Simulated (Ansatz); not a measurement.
Ansatz (a quantum-chemistry and plane-wave program) input for C2H5ClGaN, SMILES [Cl][Ga]([NH2])[CH]=C, CAM-B3LYP/def2-SVPD. Coordinates come from a r2SCAN-D4/def2-SVP optimisation. The structure was generated by enumeration; whether it is a known compound was not checked. One conformer was computed; it need not be the lowest.

Ansatz 0.2 input:
```yaml
crystal:
  periodic: [false, false, false]
  atoms:
    - {symbol: Ga, position_ang: [0.08773115, 0.08305463, 0.10060557]}
    - {symbol: Cl, position_ang: [-1.99902370, 0.17819984, 0.65429301]}
    - {symbol: C, position_ang: [0.63439738, -0.91432508, -1.46239688]}
    - {symbol: C, position_ang: [1.91721429, -1.01818398, -1.84450825]}
    - {symbol: H, position_ang: [-0.13315571, -1.41882228, -2.06390366]}
    - {symbol: H, position_ang: [2.21714058, -1.58807728, -2.73390529]}
    - {symbol: H, position_ang: [2.73648585, -0.54121627, -1.29158645]}
    - {symbol: N, position_ang: [1.16467523, 0.99502766, 1.21897110]}
    - {symbol: H, position_ang: [0.80995449, 1.49840419, 2.02458697]}
    - {symbol: H, position_ang: [2.17091574, 1.07548143, 1.13168796]}
basis:
  gaussian:
    orbitals: def2-SVPD
hamiltonian:
  xc: {name: CAM-B3LYP}
```

Output:

```
WARN ansatz: RAYON_NUM_THREADS=1 ignored (pool sized by the plan → 1); use --threads N
Functional definition: CAM-B3LYP
integrals: 0.15 GiB planned
1554 factors; their error is unknown
integrals: 0.17 GiB planned
556 factors; integrals over basis functions are off by at most 2.6e-5 eV
mean field: 1.29 GiB planned
mean field evaluation 1: about -68528.3083 eV, gradient 6.3e1 eV
mean field evaluation 2: about -68524.3414 eV, gradient 7.7e1 eV
mean field evaluation 4: about -68536.4081 eV, gradient 2.6e0 eV
mean field evaluation 8: about -68536.4285 eV, gradient 5.6e-2 eV
mean field evaluation 16: about -68536.6126 eV, gradient 5.8e-5 eV
mean field -68536.61257673 eV, -2518.6740564105 hartree, gradient 5.8e-5 eV, S^2 0.000000; 0 other end points of the search recorded, 0 dependent functions left out
reference -68536.61271715 eV, -2518.6740615706 hartree; 36, 36 occupied and 129, 129 virtual orbitals, 1554 factors
Total energy: -68536.61271715 eV, -2518.6740615706 hartree
```

Self-consistency was reached.

Cost: very roughly 8 core-seconds.
